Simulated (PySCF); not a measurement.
Isomers of C5H11NO. Theory: PySCF 2.14.0, density-fitted response routines, TDDFT PBE0/def2-SVPD, vertical, gas phase, core orbitals frozen in the response. Geometries: GFN2-xTB; one conformer of each isolated species. Triplets are in the Tamm–Dancoff approximation.

A. `CN(C)CCC=O`
B. `CCCCC(N)=O`
C. `CC(C)(C)C(N)=O`
D. `CC(=O)NC(C)C`

Lowest singlet levels (six at most, fewer where fewer were computed) with oscillator strengths:

1. 5.69 eV (f 0.001); 6.59 eV (f 0.008); 7.00 eV (f 0.009); 7.44 eV (f 0.047); 7.75 eV (f 0.069); 7.80 eV (f 0.149); T1 5.17 eV
2. 5.84 eV (f 0.001); 6.52 eV (f 0.006); 6.64 eV (f 0.014); 7.14 eV (f 0.202); 7.45 eV (f 0.003); 7.55 eV (f 0.010); T1 5.33 eV
3. 4.26 eV (f 0.001); 4.71 eV (f 0.013); 6.08 eV (f 0.027); 6.65 eV (f 0.025); 6.74 eV (f 0.034); 7.00 eV (f 0.029); T1 3.64 eV
4. 5.77 eV (f 0.000); 6.81 eV (f 0.024); 7.10 eV (f 0.009); 7.38 eV (f 0.026); 7.65 eV (f 0.092); 7.94 eV (f 0.072); T1 5.25 eV

Task: Match each spectrum to its molecule.

Result: 1 = C, 2 = D, 3 = A, 4 = B.
- A: S1 at 4.26 eV, HOMO-1→LUMO (82%), HOMO→LUMO (17%); S1 has the pattern of n→π* at C=O; HOMO -6.50 and LUMO -0.80 eV.
- B: S1 at 5.77 eV, HOMO→LUMO+1 (96%); S1 has the pattern of n→π* at C=O; HOMO -7.39 and LUMO 0.54 eV; point group Cs, 1 of its 6 listed states under f = 0.0005.
- C: S1 at 5.69 eV, HOMO→LUMO+1 (98%); S1 has the pattern of n→π* at C=O; HOMO -7.24 and LUMO 0.38 eV; point group Cs.
- D: S1 at 5.84 eV, HOMO→LUMO+1 (90%); S1 has the pattern of n→π* at C=O; HOMO -7.26 and LUMO 0.41 eV.
B and C have S1 within 0.08 eV of each other; their strongest listed levels stand at 7.65 eV (f 0.092) and 7.80 eV (f 0.149).
B and D have S1 within 0.07 eV of each other; their strongest listed levels stand at 7.65 eV (f 0.092) and 7.14 eV (f 0.202).
C and D have S1 within 0.15 eV of each other; their strongest listed levels stand at 7.80 eV (f 0.149) and 7.14 eV (f 0.202).
